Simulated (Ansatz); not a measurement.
Relaxation of BrClGaH$_{5}$N$_{2}$ (10 atoms, charge 0, multiplicity 1), to a largest force component of 0.03 eV/Å in at most 50 steps.

All numbers below come from Ansatz, RKS PBE/def2-SVP.

```xyz
10
Properties=species:S:1:pos:R:3
Ga -0.052 0.547 -0.522
N -0.125 0.119 2.558
H -0.912 -0.371 3.002
H 0.708 -0.040 3.140
N 1.639 0.078 -1.011
H 1.755 -0.665 -1.708
H 2.332 0.818 -1.125
Cl -1.761 -0.691 -0.979
Br -0.441 2.743 0.352
H -0.335 1.141 2.590
```

Task: Where does it end, and by what steps?

Result: The forces met the threshold. After 9 steps the energy has fallen by 0.862 eV; H4 moved furthest, 0.84 Å. Joined: Ga1–N2 (3.11 → 2.11 Å).

```json
{"step": "0", "energy less start (eV)": "0.0000", "largest force component (eV/Å)": "0.859", "accepted": "yes"}
{"step": "1", "energy less start (eV)": "-0.2284", "largest force component (eV/Å)": "0.590", "accepted": "yes"}
{"step": "2", "energy less start (eV)": "-0.4579", "largest force component (eV/Å)": "0.695", "accepted": "yes"}
{"step": "3", "energy less start (eV)": "-0.6611", "largest force component (eV/Å)": "0.898", "accepted": "yes"}
{"step": "4", "energy less start (eV)": "-0.8040", "largest force component (eV/Å)": "0.978", "accepted": "yes"}
{"step": "5", "energy less start (eV)": "-0.8410", "largest force component (eV/Å)": "0.477", "accepted": "yes"}
{"step": "6", "energy less start (eV)": "-0.8498", "largest force component (eV/Å)": "0.308", "accepted": "yes"}
{"step": "7", "energy less start (eV)": "-0.8610", "largest force component (eV/Å)": "0.121", "accepted": "yes"}
{"step": "8", "energy less start (eV)": "-0.8510", "largest force component (eV/Å)": "0.480", "accepted": "no"}
{"step": "9", "energy less start (eV)": "-0.8623", "largest force component (eV/Å)": "0.024", "accepted": "yes"}
```

```xyz
10
Properties=species:S:1:pos:R:3
Ga -0.085 0.622 0.002
N -0.060 0.208 2.068
H -0.781 -0.490 2.298
H 0.864 -0.168 2.322
N 1.623 0.054 -0.495
H 1.589 -0.684 -1.211
H 2.182 0.819 -0.895
Cl -1.784 -0.679 -0.523
Br -0.502 2.934 0.119
H -0.239 1.062 2.615
```

Whether the end is a true minimum wasn't checked by a vibrational analysis.

The run took 37 s on 4 threads of Intel(R) Xeon(R) Processor @ 2.50GHz (Skylake/Cascade Lake) (shared host), peak memory 0.23 GiB.
